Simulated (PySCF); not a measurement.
**m-xylene: 4 charge schemes on one density**

Species: m-xylene, C8H10.
Geometry (GFN2-xTB, Å), atoms numbered from 1 in this order:
```
atom  x, y, z in Å
C1    -2.416   -1.106    0.048
C2    -1.192   -0.246   -0.049
C3    -1.301    1.110   -0.330
C4    -0.170    1.902   -0.403
C5     1.081    1.352   -0.193
C6     1.213    0.000    0.097
C7     2.568   -0.605    0.314
C8     0.070   -0.784    0.164
H9    -3.211   -0.720   -0.586
H10   -2.781   -1.120    1.075
H11   -2.196   -2.130   -0.246
H12   -2.277    1.545   -0.491
H13   -0.264    2.956   -0.625
H14    1.962    1.974   -0.256
H15    2.513   -1.443    1.005
H16    2.968   -0.974   -0.632
H17    3.262    0.133    0.708
H18    0.164   -1.838    0.388
```

Density: PBE0/pcSseg-1 (PySCF); schemes: Mulliken, IAO, Hirshfeld and ESP-fitted. Geometry: GFN2-xTB; no solvent, vibrations or thermal averaging.

Q: Do the Mulliken, IAO, Hirshfeld and ESP-fitted schemes agree on where the charge is lowest?

A: The schemes don't all agree: Mulliken C2 and C6 (-0.340); IAO C1 and C7 (-0.425); Hirshfeld C1 and C7 (-0.116); ESP-fitted C8 (-0.555).

Q: Which atoms carry the highest charge in the Mulliken, IAO, Hirshfeld and ESP-fitted schemes?

A: The schemes don't all agree: Mulliken H10 and H16 (+0.136); IAO H10 and H16 (+0.154); Hirshfeld H13 (+0.048); ESP-fitted C6 (+0.455).

Q: Give the atomic charges in each scheme.

A: In e:

```
atom                  environment  Mulliken     IAO  Hirshfeld  ESP-fitted
  C1         benzylic-type carbon    -0.126  -0.425     -0.116      -0.542
  C2  substituted aromatic carbon    -0.340  +0.021     +0.008      +0.451
  C3           aromatic CH carbon    -0.026  -0.172     -0.062      -0.418
  C4           aromatic CH carbon    -0.068  -0.146     -0.052      -0.042
  C5           aromatic CH carbon    -0.027  -0.172     -0.062      -0.425
  C6  substituted aromatic carbon    -0.340  +0.021     +0.008      +0.455
  C7         benzylic-type carbon    -0.125  -0.425     -0.116      -0.530
  C8           aromatic CH carbon    +0.050  -0.174     -0.062      -0.555
  H9              methyl hydrogen    +0.118  +0.147     +0.046      +0.143
 H10              methyl hydrogen    +0.136  +0.154     +0.045      +0.150
 H11              methyl hydrogen    +0.118  +0.147     +0.045      +0.146
 H12            aromatic hydrogen    +0.062  +0.144     +0.045      +0.190
 H13            aromatic hydrogen    +0.086  +0.150     +0.048      +0.143
 H14            aromatic hydrogen    +0.062  +0.144     +0.045      +0.192
 H15              methyl hydrogen    +0.118  +0.147     +0.045      +0.143
 H16              methyl hydrogen    +0.136  +0.154     +0.045      +0.146
 H17              methyl hydrogen    +0.118  +0.147     +0.046      +0.140
 H18            aromatic hydrogen    +0.046  +0.138     +0.043      +0.212
```

Mean size of the charges over all atoms: ESP-fitted 0.279 e, IAO 0.168 e, Mulliken 0.117 e, Hirshfeld 0.052 e. Each set sums to the total charge, 0, to within 0.001 e. The ESP scheme is a least-squares fit of atom-centred charges to the potential on four shells outside the van der Waals surface, with the total charge fixed.

Q: How many electrons does the Hirshfeld scheme count on C1?

A: Z − q = 6 − (-0.116) = 6.116.

Q: How closely do the schemes follow one another over all atoms?

A: Correlation coefficient and root-mean-square difference: IAO with Hirshfeld 0.99, 0.138 e; Hirshfeld with ESP-fitted 0.85, 0.278 e; IAO with ESP-fitted 0.83, 0.196 e; Mulliken with IAO 0.49, 0.178 e; Mulliken with Hirshfeld 0.47, 0.128 e; Mulliken with ESP-fitted -0.03, 0.361 e.

These values come from a run that also computed NMR shieldings. On Intel Xeon at 2.70 GHz, one thread, no GPU, shared host with 64 logical CPUs at a one-minute load of 61, this took 60 s wall (grids of density and orbitals included) and 0.83 GiB of memory at its peak.
